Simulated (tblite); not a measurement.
C2H3F3OP2.
Geometry (GFN2-xTB, Å), atoms numbered from 1 in this order:
```xyz
11
C2H3F3OP2 angstrom
O     -1.6599    1.3215    0.1643
C     -1.5266   -0.0703    0.1524
P     -0.9998   -0.6062   -1.6024
P      1.0269   -0.6680   -1.7374
C      1.7019   -0.2762    0.0093
F      1.3807   -1.2124    0.9194
F      1.2610    0.9014    0.5044
F      3.0325   -0.1979   -0.0119
H     -0.8052    1.7381    0.3258
H     -0.8770   -0.4474    0.9467
H     -2.5291   -0.4798    0.3031
```

All values are computed: GFN2-xTB (tblite) harmonic vibrations without scaling, gas phase. The method is semi-empirical: single wavenumbers can be off by several per cent or more. One conformer, not necessarily the lowest.

Harmonic wavenumbers (cm⁻¹): 68.9, 77.6, 110.9, 133.8, 204.6, 239.4, 269.1, 300.0, 391.7, 417.1, 469.4, 473.8, 620.4, 652.4, 678.6, 853.3, 1006.4, 1039.4, 1060.1, 1076.2, 1111.5, 1233.8, 1311.2, 1443.2, 2935.8, 2962.3, 3530.4.

A = 2083, B = 1102, C = 871.0 MHz; mass 161.961 u (most abundant isotopes); point group C1, symmetry number 1.

Q: Zero-point energy?

A: Half the sum of the wavenumbers: 12336 cm⁻¹ = 35.27 kcal/mol.

Q: What is S at 200 K and 1 bar for an ideal gas of classical rigid rotors and harmonic oscillators?

A: Translation 39.20, rotation 28.27, vibration 17.38: S = 84.9 cal/(mol K).

Q: And Cp and H(200 K) − H(0)?

A: Cp = 27.05 cal/(mol K), of which vibrations give 19.10 (their classical limit is 27 R = 53.7); H(200 K) − H(0) = 3.55 kcal/mol without the zero-point energy, 1.96 from vibrations.

Q: Which modes carry the vibrational entropy at 200 K?

A: 68.9 cm⁻¹: 3.40; 77.6 cm⁻¹: 3.17; 110.9 cm⁻¹: 2.49; 133.8 cm⁻¹: 2.14; 204.6 cm⁻¹: 1.39; 239.4 cm⁻¹: 1.14 cal/(mol K); the other 21 give 3.66 together.

Q: How do the functions run with temperature in this model?

A: 
```csv
T (K),S (cal/(mol K)),Cp (cal/(mol K)),H − H(0) (kcal/mol),G − H(0) (kcal/mol),ln q(vib)
100,69.3,18.3,1.26,-5.67,1.37
300,97.1,33.8,6.60,-22.54,6.24
500,116.8,43.0,14.37,-44.02,10.69
800,138.7,50.1,28.47,-82.53,16.41
1000,150.2,52.8,38.77,-111.46,19.70
```

q(vib) and H(0) count from the zero-point level.

Hindered rotation and anharmonicity are outside this model. Other conformers, if any are populated, would add a mixing term that is left out. The structure is chiral; the term R ln 2 for an equal mix with its mirror image is left out.

On Intel Xeon Platinum 8488C, one thread, no GPU, on a shared host, this took 0.36 s of wall time. This covers the Hessian and the dipole derivatives.
